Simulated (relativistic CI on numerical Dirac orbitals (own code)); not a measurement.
**Sensitivity of the levels of V19+ to α and to the nuclear radius**

Computed by Dirac-Coulomb-Breit CI, KLI orbitals optimised for each configuration, derivatives by finite differences, unscaled Slater integrals, QED left out (own radial code, finite nucleus).

Configurations in the expansion (outside the closed core 1s2): 2s², 2s2p, 2p², 2p3s, 2p3p, 2s3s, 2s3p, 2s3d. Levels of other configurations are missing.

With x = (α/α₀)² − 1 an excitation energy changes as ω = ω₀ + qx; K = 2q/ω₀ is the relative enhancement. Terms are leading LS components, so labels can repeat. The field-shift factor is F = δν/δ⟨r²⟩ for the transition from the lowest level.

Lowest level 2s² ¹S0.

```csv
Level,ω₀ (cm⁻¹),q (cm⁻¹),K,F (GHz/fm²)
2s2p ³P°0,306480,9265,0.0605,-51.8
2s2p ³P°1,326106,25740,0.158,-51.9
2s2p ³P°2,378100,81980,0.434,-51.9
2s2p ¹P°1,643298,67380,0.209,-53.9
2p² ³P0,828159,51020,0.123,-109
2p² ³P1,864402,97970,0.227,-109
2p² ³P2,896794,117300,0.262,-109
2p² ¹D2,994502,148900,0.299,-109
2p² ¹S0,1195637,141800,0.237,-105
2s3s ³S1,6804319,60380,0.0177,-32.2
2s3s ¹S0,6863832,62320,0.0182,-33.1
2s3p ³P°1,6954130,65360,0.0188,-48.2
2s3p ³P°0,6954409,63800,0.0183,-47.3
```

At this charge energies of transitions that change n are usually good to better than 1 %, and those within a shell (Δn = 0) to a few per cent.
